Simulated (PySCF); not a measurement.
**A series of derivatives of CNCC([SiH3])[SiH3]**

Parent skeleton `[CH3:1][NH:2][CH2:3][CH:4]([SiH3:5])[SiH3:6]`; one hydrogen on atom 2 is replaced by X. Hydrogens on one atom are averaged.

PySCF 2.14 calculation with GFN2-xTB structure and σ from GIAO-PBE0/pcSseg-1; relativity neglected, equivalent nuclei averaged, one computed conformer, no solvent.

Chemical shifts δ = σref − σ; TMS for $^{13}$C, $^{29}$Si, $^{1}$H; NH3 for $^{15}$N, all at this level.

Parent (X = H): C1 38.9, N2 69.8, C3 54.5, C4 5.5, Si5/Si6 -73.9, H(C1) 2.65, H(C3) 2.63, H(C4) 0.58, H(Si5)/H(Si6) 3.86 ppm. Effects are Δδ = δ(X) − δ(H), positive for deshielding.

Problem. Give Δδ (ppm) for X = vinyl, CHO, CH3, C2H5, COCH3.

Solution. 
```
    X                      SMILES    C1     N2    C3    C4  Si5/Si6  H(C1)  H(C3)  H(C4)  H(Si5)/H(Si6)
vinyl     C=CN(C)CC([SiH3])[SiH3]  -4.4  +26.8  +6.1  +1.4     +3.5  +0.04  +0.62  +0.28          -0.01
  CHO     CN(C=O)CC([SiH3])[SiH3]  -4.3  +69.5  -7.9  -1.8     +4.6  +0.30  +0.95  +0.06          +0.03
  CH3       CN(C)CC([SiH3])[SiH3]  +7.1   -9.6  +4.6  -1.7     -2.0  -0.39  -0.43  +0.31          -0.04
 C2H5      CCN(C)CC([SiH3])[SiH3]  -0.1   +4.5  +5.9  -0.9     -3.4  -0.51  -0.33  +0.41          -0.03
COCH3  CC(=O)N(C)CC([SiH3])[SiH3]  +3.0  +66.8  +5.4  +1.0     -0.3  +0.38  +0.97  -0.21          +0.15
```

Problem. Which position responds most, and to which substituents?

Solution. N2: from -9.6 ppm with CH3 to +69.5 ppm with CHO.

Experimental scales use liquid or dissolved standards, which lie at an offset from isolated NH3 (liquid NH3: subtract about 20 ppm).
